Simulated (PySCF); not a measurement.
## Simulated characterisation data

- GFN2-xTB geometry
- shieldings: GIAO PBE0/pcSseg-1
- program: PySCF 2.14.0 with density-fitted response routines
- equivalent nuclei averaged, a single conformation, no solvent, non-relativistic Hamiltonian

Shifts are taken against calculated references (same method and geometry level): TMS for 1H (σref 31.72) and 13C (σref 186.93). Where no couplings were computed, multiplicities follow the n + 1 count of equivalent neighbours, and m marks all less simple cases (inequivalent or close neighbours, rings, F or P nearby). Shifts are as computed. Against solution values, carbons near 30 ppm lie about +3 ppm off and those near 130 ppm about +5 ppm. Of 1211 compounds with measured shifts, 218 miss one by over three times the rms of a fit or turn the order of signals round; such compounds aren't used in these exercises.

**1.** SMILES CCn1nc(C)cc1C, C7H12N2. 1H NMR (400 MHz, computed): δ 5.96 (s, 1H), 4.05 (q, 2H), 2.35 (s, 3H), 2.32 (s, 3H), 1.25 (t, 3H). 13C{1H} NMR (computed): δ 150.4, 141.0, 111.2, 46.5, 18.3, 16.0, 13.1.

**2.** `[C@@H]12[C@@H](C)[C@@H]1CCC2`, C7H12. 1H NMR (400 MHz, computed): δ 1.82 (m, 2H), 1.80 (m, 2H), 1.55 (m, 1H), 1.20 (m, 1H), 1.04 (d, 3H), 0.90 (m, 2H), 0.28 (m, 1H). 13C{1H} NMR (computed): δ 31.4, 29.2, 24.6, 19.3, 16.5.
